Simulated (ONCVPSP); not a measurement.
## beryllium: ONCV pseudisation with PBEsol, scalar-relativistic reference atom.

Be (Z = 4), optimised norm-conserving Vanderbilt (ONCV), made with ONCVPSP 4.0.1 (PBEsol, scalar-relativistic). Core [He], reference 2s2. Waves: 2s: rc 2.00 bohr, ncon 3, nbas 7, qcut 4 1/bohr, 2 projectors, debl 1.1 Ha; p scattering state at 0.38 Ha: rc 1.90 bohr, ncon 4, nbas 7, qcut 3.4 1/bohr, 2 projectors, debl 1.9 Ha. Local part: polynomial inside 1.85 bohr (lpopt 5, dvloc0 0 Ha). Core correction: Teter function, fcfact 3.75, rcfact 1.15.

In the p channel the program set the typed energies aside and used 0.050, 1.950 Ha.

Poles of the logarithmic derivatives, all-electron (AE) and pseudo (PS). s: poles at 1.1 (AE) and 1.1 (PS) Ha. p: poles at 1.1 (AE) and 1.1 (PS) Ha. Test radii: s 2.03, p 1.92 bohr.

* Cutoffs needed: 5.0 Ha and 7.0 Ha (the cutoffs (Ha) at which the residual kinetic energy of the hardest occupied pseudo-wave falls to 1 and 0.1 mHa per electron) The cutoffs count occupied waves only; projector 1 of the p channel, the hardest unoccupied one, needs 20 Ha at the loose tolerance.
* Ghost test: no bound ghost flagged; no localised positive-energy state flagged
* Largest excitation error: -27 meV (all-electron minus pseudo) for 2s0 2p1, out of 4 test configurations
* rms error of d²Exc/dni dnj: 1.22 mHa without and 0.62 mHa with the model core
